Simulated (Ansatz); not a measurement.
Reaction (cleavage of the Si–Ge bond): `[OH][GeH2][SiH](O)F` + NH₃ → `N[SiH](O)F` + `[OH][GeH3]`

Computed with Ansatz on PBE0-D4/def2-TZVP structures; ΔE is electronic, products minus reactants. CCSD(T)/CBS adds triple-zeta CCSD(T) − MP2 to the extrapolated MP2 energy (def2 sets, frozen cores). This one scheme is used for every species. DFT in def2-TZVPP. For Ge outer-core shells are correlated without core-valence functions, which leaves a few kJ/mol of doubt a bond. Scalar relativity is left out up to krypton. One conformer a species, not always the lowest.

CCSD(T)/CBS gives -18.1 kcal/mol.

Problem. Another level gave -19.0 kcal/mol. Which?
A. PBE/def2-TZVPP
B. r2SCAN/def2-TZVPP
C. r2SCAN0/def2-TZVPP
D. PBE0/def2-TZVPP

Solution. C. r2SCAN0 -19.0, r2SCAN -17.9, PBE -14.3, PBE0 -16.5 kcal/mol.

Largest T1 diagnostic among the species: 0.012.

From r2SCAN to r2SCAN0 (25 % exact exchange), in def2-TZVPP and without D4, ΔE moves by −1.2 kcal/mol. The D4 term adds +1.1 kcal/mol with B3LYP and +0.7 kcal/mol with PBE0; it sums over pairs of atoms, weighted by their polarisabilities, and B3LYP, whose exchange is more repulsive, gets the larger term.

B3LYP here is the variant with VWN-RPA as its local correlation; programs differ in this.
